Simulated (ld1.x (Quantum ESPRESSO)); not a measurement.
Values are calculated unless marked as measured or tabulated.
**Potentials for indium (In) compared**

Generated with ld1.x 7.5 (TM, RRKJ, ultrasoft, PAW), atompaw 4.2 or ONCVPSP 4.0.1. The cutoff is in Ry: for ld1.x and atompaw files where the sum of valence levels is converged to 10 mRy in a Bessel basis, for ONCV files where the hardest occupied wave has 1 mHa per electron of residual kinetic energy. The error is the largest all-electron minus pseudo excitation energy over each file’s own four to seven test configurations (ionisations up to +4, promotions, holes and added fractions of an electron), all of which were solved. The labels leave out finer settings (local radius, basis sizes, second energies), which also bear on the numbers. Spin-polarised tests are not counted. The rows are a selection from randomly drawn settings: files with unsolved tests, undetermined cutoffs or missed reference levels are left out.

A true bound ghost makes a file unfit for plane-wave use even where its test errors are small: the radial tests pick states by their node count and pass the ghost by.

```csv
potential,cutoff (Ry),largest error (meV),bound ghosts
"TM, PBE, scalar-relativistic, rc 2.00/2.95 (sp), local s, core correction yes, reference 5s1.5 5p1.5",12,-156,none
"PAW, PBE, scalar-relativistic, rc 2.60/3.35/1.85 (spd), local smoothed, core correction yes, reference 4d10 5s2 5p1",35,+9.9,none
"RRKJ, LDA (PZ), scalar-relativistic, rc 1.75/2.95/1.65/2.60 (spdf), local s, core correction no, reference 4d10 5s1.5 5p1.5",60,-191,none
"TM, PBEsol, scalar-relativistic, rc 1.75/2.55/1.70/2.45 (spdf), local smoothed, core correction no, reference 4d10 5s2 5p0",70,+29,s
```

Task: Fill in the row for In: TM, Wu–Cohen, scalar-relativistic, rc 1.60/1.00/1.40 (spd), local s, core correction no, reference 4p6 4d10 5s2 5p0.

Result: cutoff 180 Ry, largest error -3111 meV, bound ghosts: none.
